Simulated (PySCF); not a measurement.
## How methods differ on the excitation energy of Cu²⁺

Cu²⁺ [Ar] 3d9 (2D) → Cu²⁺ [Ar] 3d8 4p1 (high-spin determinant), as a difference of total energies. All numbers are calculated (PySCF 2.14, scalar relativity through the core potential, in aug-cc-pVTZ-PP with ECP10MDF). Correlated levels: valence: 3s2 3p6 frozen. The calculations carry no spin-orbit coupling.

```csv
method,excitation energy (eV)
UHF,12.961
LDA,15.278
PBE,14.559
PBE0,14.433
r2SCAN,13.736
HSE06,14.397
r2SCANh,13.779
PBEsol,14.795
PW91,14.563
MP2 (valence),15.205
SCS-MP2 (valence),15.111
```

Problem. How much does correlation contribute at MP2 (valence)?

Solution. 15.205 − (12.961) = 2.244 eV, measured against UHF.

The determinant of the upper state mixes LS terms, which raises its energy above the lowest term, most at the Hartree-Fock and MP2 levels.
